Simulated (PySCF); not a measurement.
Ga(Cl)(Me)(OH) (CH4ClGaO), SMILES [Ga]([OH])([CH3])[Cl].

Coordinates come from a PBE-D3(BJ)/def2-SVP optimisation. The structure was generated by enumeration; whether it is a known compound was not checked. One conformer was computed; it need not be the lowest.

All values below come from PBE-D3(BJ)/def2-SVP (PySCF).

Frequencies are harmonic and unscaled.

Task: Give all harmonic wavenumbers and intensities. (The exact figures need the calculation; the answer reports its results.)

Result: 
```json
[
 {"mode": "1", "ν (cm⁻¹)": "32", "IR (km/mol)": "0.2", "moving atoms (share of kinetic energy)": "H 97 %"},
 {"mode": "2", "ν (cm⁻¹)": "126", "IR (km/mol)": "2.1", "moving atoms (share of kinetic energy)": "C 36 %, H 22 %, Cl 21 %, Ga 17 %"},
 {"mode": "3", "ν (cm⁻¹)": "148", "IR (km/mol)": "4.4", "moving atoms (share of kinetic energy)": "Ga 42 %, O 20 %, H 15 %, C 14 %"},
 {"mode": "4", "ν (cm⁻¹)": "163", "IR (km/mol)": "17.8", "moving atoms (share of kinetic energy)": "O 55 %, Cl 14 %, Ga 13 %, H 13 %"},
 {"mode": "5", "ν (cm⁻¹)": "390", "IR (km/mol)": "38.9", "moving atoms (share of kinetic energy)": "Cl 69 %, Ga 24 %"},
 {"mode": "6", "ν (cm⁻¹)": "396", "IR (km/mol)": "111.6", "moving atoms (share of kinetic energy)": "H 91 %, O 9 %"},
 {"mode": "7", "ν (cm⁻¹)": "572", "IR (km/mol)": "20.5", "moving atoms (share of kinetic energy)": "C 60 %, H 17 %, Ga 16 %"},
 {"mode": "8", "ν (cm⁻¹)": "687", "IR (km/mol)": "76.6", "moving atoms (share of kinetic energy)": "O 74 %, Ga 20 %"},
 {"mode": "9", "ν (cm⁻¹)": "709", "IR (km/mol)": "16.4", "moving atoms (share of kinetic energy)": "H 81 %, C 17 %"},
 {"mode": "10", "ν (cm⁻¹)": "731", "IR (km/mol)": "21.1", "moving atoms (share of kinetic energy)": "H 80 %, C 16 %"},
 {"mode": "11", "ν (cm⁻¹)": "816", "IR (km/mol)": "121.5", "moving atoms (share of kinetic energy)": "H 89 %"},
 {"mode": "12", "ν (cm⁻¹)": "1169", "IR (km/mol)": "3.1", "moving atoms (share of kinetic energy)": "H 81 %, C 19 %"},
 {"mode": "13", "ν (cm⁻¹)": "1376", "IR (km/mol)": "2.5", "moving atoms (share of kinetic energy)": "H 96 %"},
 {"mode": "14", "ν (cm⁻¹)": "1378", "IR (km/mol)": "4.0", "moving atoms (share of kinetic energy)": "H 95 %"},
 {"mode": "15", "ν (cm⁻¹)": "2992", "IR (km/mol)": "0.5", "moving atoms (share of kinetic energy)": "H 97 %"},
 {"mode": "16", "ν (cm⁻¹)": "3099", "IR (km/mol)": "0.2", "moving atoms (share of kinetic energy)": "H 91 %, C 9 %"},
 {"mode": "17", "ν (cm⁻¹)": "3113", "IR (km/mol)": "0.5", "moving atoms (share of kinetic energy)": "H 90 %, C 10 %"},
 {"mode": "18", "ν (cm⁻¹)": "3730", "IR (km/mol)": "56.6", "moving atoms (share of kinetic energy)": "H 94 %"}
]
```
